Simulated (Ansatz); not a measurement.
Two structures of SiH5BrO, closed shell, reached by relaxing down either side of one saddle point (PBE0-D4/def2-TZVP). Energies are electronic, without zero-point energy. Computed with Ansatz 0.2.0 (basis: def2-TZVPP and def2-QZVPP); correlated methods freeze the cores. Filled d shells of the heavier atoms are correlated. The def2 sets are not built for correlating such inner shells, so the correlated values are less sure here. Extrapolation: Hartree–Fock as exp(−7.88 √X), correlation as X^−2.97. First:

Si1  (-0.703, 0.316, -0.997)
Br2  (-0.004, -1.809, -1.018)
H3  (-1.571, 0.468, -2.189)
H4  (-1.490, 0.542, 0.234)
H5  (0.471, 1.204, -1.093)
H6  (1.385, -0.728, 1.141)
O7  (1.195, 0.116, 1.561)
H8  (0.716, -0.109, 2.362)
(Å)

Second:

```xyz
8
angstrom
Si -0.6934 0.9182 -0.2176
Br 2.3864 -2.3470 -0.4705
H -2.1464 0.7078 -0.4446
H -0.5051 2.1806 0.5427
H 0.0364 0.9659 -1.5022
H 1.3316 -1.4889 0.0049
O -0.0363 -0.3663 0.6066
H -0.3734 -0.5703 1.4806
```

Which bonds change from the first to the second?

SiH₃Br ([SiH3][Br]) + H₂O → SiH₄O ([OH][SiH3]) + HBr; bonds formed: Si1–O7, Br2–H6; bonds broken: Si1–Br2, H6–O7.

Give the saddle point's structure and its height above each. (Judge from chemistry; the value comes from the calculation.)

Computed: 88.1 kJ/mol above the first and 83.4 kJ/mol above the second (CCSD(T) at an estimated basis limit (MP2 extrapolated from triple and quadruple zeta, plus CCSD(T) − MP2 in triple zeta)).
Si1  (-0.373, 0.406, -0.529)
Br2  (0.788, -1.712, -1.223)
H3  (-1.585, -0.138, -1.186)
H4  (-1.019, 1.364, 0.443)
H5  (0.510, 1.258, -1.347)
H6  (0.946, -1.028, 0.886)
O7  (0.595, -0.122, 1.055)
H8  (0.138, -0.027, 1.900)
(Å)

T1 diagnostic: at most 0.009.

The step is the kind of ligand exchange by which a precursor binds to a hydroxyl group, or is hydrolysed, in atomic layer deposition of oxides.

Labels in which every atom is bracketed show which atoms are joined, not bond orders.

For scale, one of the runs: CCSD(T)/def2-TZVPP, 191 basis functions, launched by `ansatz run in.yaml --threads 4 --pin off --events-out ev --progress --plain --max-ram 9574MiB`. Time: 50 s of wall clock on 4 CPU threads of an Arm Neoverse V2; the host was shared. Peak host memory: 2.1 GiB.
